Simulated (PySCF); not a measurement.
Values are calculated unless marked as measured or tabulated.
# C2H10NSi2

C2H10NSi2 is a small molecule (built as: Si site whose three back bonds go to CH3, CH2SiH3, H; end group NH), neutral, doublet. The structure, one conformer, was relaxed in the gas phase by PBE0-D3(BJ)/def2-SVP. No frequency run checks that it is a minimum.

SMILES: C[SiH]([NH])C[SiH3]

```
atom   x (Å)   y (Å)   z (Å)
 Si1  -0.843   0.619   0.310
  C2  -1.595  -1.091   0.325
  C3   0.799   0.640  -0.619
 Si4   2.081  -0.595  -0.012
  N5  -1.926   1.694  -0.583
  H6  -0.605   1.091   1.717
  H7  -1.713  -1.467  -0.703
  H8  -2.592  -1.069   0.793
  H9  -0.971  -1.803   0.888
 H10   1.232   1.654  -0.556
 H11   0.598   0.443  -1.686
 H12   3.382  -0.405  -0.726
 H13   2.320  -0.425   1.456
 H14   1.615  -1.996  -0.249
 H15  -1.794   2.684  -0.339
```

EPR values by unrestricted B3LYP, IGLO-III on C N Si, pcH-1 on H.

Predict g and the largest hyperfine couplings. Where does the spin sit?

g = 2.0021, 2.0039, 2.0095. The spin sits on N5 (98 %, bonded to 1 Si + 1 H) by Mulliken populations.
| atom | isotope | isotropic (MHz) | dipolar, principal values (MHz) |
| --- | --- | --- | --- |
| N5 | 14N | 26.1 | -40.8, -40.0, 80.8 |
| H15 | 1H | -56.2 | -50.2, -8.0, 58.2 |
| C3 | 13C | 33.7 | -5.6, -5.4, 11.0 |
| Si1 | 29Si | 41.2 | -1.8, -0.4, 2.2 |
| H6 | 1H | 25.6 | -3.3, -2.8, 6.1 |
| Si4 | 29Si | -8.9 | -4.1, 1.9, 2.2 |

How do the isotropic couplings move with BHandHLYP?

N5 26.1 to 35.2 MHz, H15 -56.2 to -65.3 MHz, C3 33.7 to 30.9 MHz, Si1 41.2 to 46.4 MHz.

The 2 runs behind this took 98 s in all, one thread each of Intel Xeon 6975P-C on a shared host, launched as `OMP_NUM_THREADS=1 python cluster_run.py task.json out`.
